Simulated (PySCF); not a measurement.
C2F4, charge -1, doublet, geometry from GFN2-xTB (a state made from the parent by changing its charge; the spin is typed, not shown lowest) (in this run its highest filled SCF level lies above zero, so its values depend strongly on the basis, on diffuse functions most of all). Base run: DF-BLYP/3-21G (PySCF).

PySCF was given this input:
```python
from pyscf import gto, scf, dft

mol = gto.M(
    atom='''
F    -1.40208683   -0.30199118    1.13699616
C    -0.67438902   -0.33860083   -0.04056124
F    -1.47330388    0.40107555   -0.99534071
C     0.69883674   -0.27984565    0.06640714
F     1.42526080   -0.28423375   -1.11249685
F     1.43383143    0.59744702    0.95361079
''',
    basis='3-21g',
    charge=-1,
    spin=1,
    verbose=4,
)

mf = dft.UKS(mol)
mf.xc = 'blyp'
mf = mf.density_fit(auxbasis='def2-universal-jkfit')
mf.kernel()
```

The base run was repeated with changes; each row names its change, and settings that it needs were set with it.

| change | basis functions | E (Eh) | HOMO (eV) | core-seconds (rough) |
|---|---|---|---|---|
| base | 54 | -472.79877 | 4.09 | 5 |
| basis = STO-3G | 30 | -468.42537 | 9.31 | 6 |
| basis = def2-SVP | 84 | -475.05873 | 3.16 | 10 |
| basis = def2-SV(P) | 84 | -475.05873 | 3.16 | 10 |
| basis = pc-1 | 84 | -475.36646 | 2.64 | 10 |
| basis = cc-pVDZ | 84 | -475.43925 | 3.26 | 10 |
| basis = 6-31G** | 84 | -475.38812 | 3.52 | 10 |
| basis = 6-311G** | 108 | -475.57353 | 2.84 | 10 |
| basis = 6-31+G* | 108 | -475.48374 | 1.81 | 20 |
| basis = def2-SVPD | 132 | -475.13782 | 1.87 | 20 |
| basis = aug-cc-pVDZ | 138 | -475.52875 | 1.81 | 20 |
| basis = 6-311+G(2d,p) | 162 | -475.63079 | 1.81 | 30 |
| basis = def2-TZVP | 186 | -475.66827 | 2.23 | 30 |

Totals compare only among sets that treat the same electrons; sets with core potentials leave the core out.

Open shells are given as the SCF converged; they aren't shown to be the lowest states, and a large step between rows can be another state.
